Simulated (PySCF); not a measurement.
A PySCF script (with the pyscf-properties extension) for the NMR shieldings of SMILES CC(=O)CP(P)C[SiH3], C4H12OP2Si, on a GFN2-xTB geometry:

```python
import basis_set_exchange as bse
import numpy as np
from pyscf import gto, dft
from pyscf.prop import nmr

atoms = """
C     3.180447   -0.683986   -0.689722
C     1.877893   -0.558040    0.048194
O     1.818597   -0.317729    1.234540
C     0.638326   -0.678917   -0.774759
P    -0.146113    1.040320   -0.786431
P    -0.183409    1.322176    1.361395
C    -1.907953    0.537494   -1.078869
Si   -2.863052   -0.357989    0.317430
H     3.250542   -1.668140   -1.148968
H     3.209946    0.062150   -1.482539
H     4.017229   -0.534480   -0.012594
H     0.837530   -0.990673   -1.800592
H    -0.068412   -1.358370   -0.295316
H     0.986303    2.074588    1.390937
H    -0.955650    2.485872    1.191153
H    -1.898243   -0.061602   -1.993299
H    -2.436774    1.461123   -1.331220
H    -4.034968   -0.952195   -0.334361
H    -2.054209   -1.425597    0.911396
H    -3.273178    0.614676    1.328577
"""
names = dict.fromkeys(["C", "O", "P", "Si", "H"], "pcSseg-1")
basis = {el: gto.basis.parse(bse.get_basis(n, elements=[el], fmt="nwchem")) for el, n in names.items()}
mol = gto.M(atom=atoms, basis=basis, charge=0, verbose=0)
mf = dft.RKS(mol, xc="PBE0")
mf.grids.level = 2
mf.grids.alignment = dft.numint.BLKSIZE   # the property module wants whole blocks of grid points
mf.conv_tol = 1e-9
mf.kernel()

calc = nmr.RKS(mf)   # GIAO
C = mf.mo_coeff
Co = C[:, mf.mo_occ > 0]
resp = mf.gen_response(singlet=True, hermi=2)
def vind(x):   # induced exchange potential for any number of trial vectors
    d = np.einsum("pi,xij,qj->xpq", C, 2 * x.reshape(-1, C.shape[1], Co.shape[1]), Co, optimize=True)
    return np.einsum("xpq,pi,qj->xij", resp(d - d.transpose(0, 2, 1)), C, Co, optimize=True).ravel()
mo1, _ = nmr.rhf.solve_mo1(calc, with_cphf=vind)
sigma = calc.kernel(mo1)
for i, s in enumerate(sigma):   # ppm
    w = np.linalg.eigvalsh((s + s.T) / 2)
    print("%2d %-2s iso %8.1f  s11 %8.1f  s22 %8.1f  s33 %8.1f" % (i, mol.atom_pure_symbol(i), w.mean(), *w))
```

Task: What does it print?

Result: 
```
 0 C  iso    151.4  s11    129.4  s22    132.4  s33    192.6
 1 C  iso    -25.6  s11    -99.4  s22    -81.0  s33    103.5
 2 O  iso   -322.7  s11   -905.3  s22   -390.2  s33    327.5
 3 C  iso    144.9  s11    118.7  s22    145.6  s33    170.6
 4 P  iso    371.5  s11    301.4  s22    378.6  s33    434.6
 5 P  iso    540.2  s11    452.1  s22    573.3  s33    595.2
 6 C  iso    183.0  s11    171.3  s22    183.7  s33    193.9
 7 Si iso    437.3  s11    417.9  s22    435.9  s33    458.1
 8 H  iso     29.4  s11     26.1  s22     28.6  s33     33.4
 9 H  iso     29.3  s11     26.3  s22     29.6  s33     32.1
10 H  iso     29.8  s11     26.0  s22     27.7  s33     35.6
11 H  iso     28.9  s11     25.3  s22     27.7  s33     33.8
12 H  iso     29.2  s11     24.7  s22     29.6  s33     33.4
13 H  iso     29.8  s11     24.3  s22     27.1  s33     37.9
14 H  iso     29.8  s11     24.5  s22     27.5  s33     37.3
15 H  iso     31.0  s11     25.2  s22     29.1  s33     38.6
16 H  iso     30.7  s11     25.3  s22     28.2  s33     38.8
17 H  iso     28.0  s11     24.2  s22     25.4  s33     34.3
18 H  iso     27.5  s11     23.4  s22     27.7  s33     31.3
19 H  iso     27.6  s11     23.0  s22     26.9  s33     32.8
```

These numbers come from an equivalent density-fitted implementation of the same equations, which agrees with the script to about 0.01 ppm for H and up to a few tenths of a ppm for heavy atoms, so last digits may differ.

Size and cost of the density-fitted run: 217 basis functions, 38 s wall time on 1 thread of an Arm Neoverse V2, shared host.
